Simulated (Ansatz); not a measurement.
Ideal-gas functions of `F[CH2][SnH2][SH]` at 400 K and 1 bar, from an Ansatz frequency run at PBE0-D4/def2-TZVP.

Molar mass 186.83 g/mol, point group C1 (symmetry number 1), electronic degeneracy 1, moments of inertia 140.602, 245.108, 359.592 u Å². Harmonic wavenumbers (cm⁻¹, unscaled): 31, 106, 146, 206, 357, 361, 476, 565, 582, 698, 727, 756, 1056, 1247, 1275, 1466, 1940, 1953, 2708, 3059, 3127.

Use S(trans) = R[1.5 ln M + 2.5 ln T − 1.1517]; rotational temperatures θ = 24.2544 K / I; S(rot) = R[ln(√π/σ · √(T³/θAθBθC)) + 1.5]; for each mode x = 1.438777 ν̃/T, S = R[x/(eˣ − 1) − ln(1 − e⁻ˣ)] and H = RT x/(eˣ − 1); 1 cm⁻¹ = 0.0119627 kJ/mol; R = 8.31446 J/(mol·K).

By hand: the entropy, in J/(mol·K).

Translation 180.2. Rotation: θ = 0.1725, 0.099, 0.0674 K, giving 120.1. Vibration, mode by mode: 26.56, 16.38, 13.76, 10.99, 6.78, 6.70, 4.79, 3.72, 3.54, 2.55, 2.35, 2.16, 0.91, 0.52, 0.48, 0.27, 0.06, 0.06, 0.01, 0.00, 0.00, in all 102.6. Electronic 0.0. Sum 402.9 J/(mol·K).

By hand: H − E and G − E in kJ/mol, counted from the electronic energy.

Zero-point energy ½ × 22842 × 0.0119627 = 136.6; thermal vibration 20.0; translation, rotation and pV give 4 RT = 13.3. H − E = 169.9 kJ/mol, and G − E = 169.9 − 400 × 402.9/1000 = 8.7 kJ/mol.

Vibration gives 25 % of the entropy, 56.7 J/(mol·K) of it from the modes under 150 cm⁻¹: soft modes count most, and the harmonic formula is weakest for them. The sum counts one conformer and one mirror image; others add a mixing term.
